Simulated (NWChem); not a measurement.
Species: SiHCl3; SMILES Cl[SiH](Cl)Cl

```xyz
5

Si     0.0000     0.0000     0.5096
Cl    -1.3477     1.3754    -0.1788
Cl     1.8650     0.4794    -0.1788
Cl    -0.5173    -1.8549    -0.1788
H      0.0000     0.0000     1.9864
```
Atoms are numbered in this order, from 1.

Program: NWChem. Medium grid unless said otherwise, to which SCAN and Minnesota functionals are sensitive. Geometry: optimised at PBE0/def2-SVP.

For level PBE0/def2-TZVPD:

```
Item                         Value
---------------------------  -----
highest occupied level (eV)  -9.43
orbital gap (eV)              8.91
```

How do the values read with level M06-2X/def2-TZVPD instead?

The highest occupied level (eV) is -10.75 and the orbital gap (eV) is 10.79.
